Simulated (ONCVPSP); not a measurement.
## dysprosium: one change to an ONCV potential, before and after

ONCVPSP 4.0.1 input, shortened (lines: element, Z, core and valence counts, functional; n l f; lmax; l rc ep ncon nbas qcut; lloc lpopt rc5 dvloc0; l nproj debl; icmod fcfact rcfact), PBEsol, scalar-relativistic:

```
  Dy 66.00   10    4  -116133      upf
    1    0    2.00
    2    0    2.00
    2    1    6.00
    3    0    2.00
    3    1    6.00
    3    2   10.00
    4    0    2.00
    4    1    6.00
    4    2   10.00
    4    3    9.00
    5    0    2.00
    5    1    6.00
    5    2    1.00
    6    0    0.50
    2
    0    1.95    0.00    4    8    6.60
    1    1.95    0.00    3    7    6.70
    2    2.05    0.00    4    8    4.50
    4    4    1.60    3.00
    0    2    3.90
    1    1    2.60
    2    2    1.90
    1    0.30    0.00
```

All-electron outer shells of the reference configuration (PBEsol, scalar-relativistic, ld1.x):

| shell | level (eV) | outermost node (bohr) | outermost maximum (bohr) |
| --- | --- | --- | --- |
| 5s | -63.00 | 0.63 | 1.14 |
| 5p | -38.65 | 0.67 | 1.30 |
| 4f | -19.36 | – | 0.53 |
| 6s | -12.36 | 1.53 | 3.04 |
| 5d | -11.62 | 0.76 | 1.86 |

Change: all radii but the core radius scaled by about 1.29 (s 2.52, p 2.52, d 2.64 bohr); local potential polynomial inside 2.06 bohr (lpopt 4, dvloc0 3 Ha).

Cutoffs: the cutoffs (Ha) at which the residual kinetic energy of the hardest occupied pseudo-wave falls to 1 and 0.1 mHa per electron; they do not see the model core or the augmentation charge, which bear on the density cutoff. Errors are all-electron minus pseudo energies relative to the spin-unpolarised reference configuration.

Task: What does the change do?

Result: The potential gets softer (15 Ha and 18 Ha → 10 Ha and 14 Ha); the lowest positive-energy flag moves from none to s at 0.7 eV; of the 4 tests that both files solve, the error grows in 1 and shrinks in 1 by more than 15 % and 0.3 meV (median size 4.5 → 4.2 meV); neither file shows a bound ghost. A larger radius leaves more room for a smooth pseudo-wave, so fewer plane waves are needed.

```tsv
quantity	base	changed
cutoff, loose	15 Ha	10 Ha
cutoff, tight	18 Ha	14 Ha
loose cutoff by channel	s 15 Ha, p 14 Ha, d 9.0 Ha	s 10 Ha, p 7.6 Ha, d 8.1 Ha
bound ghosts	none	none
GHOST(+) flags under 300 eV	none	s at 0.7 eV
error for 5s2 5p6 5d1 6s2, meV [ΔE -12.34 eV]	-4.5	-3.6
error for 5s2 5p6 5d1 6s1, meV [ΔE -5.47 eV]	-0.1	+0.1
error for 5s2 5p6 5d1 6s0, meV [ΔE 6.90 eV]	-4.5	-4.8
error for 5s1 5p6 5d1 6s2, meV [ΔE 46.25 eV]	-337	-509
rms error of d²Exc/dni dnj with the model core, mHa	0.13	0.36
```
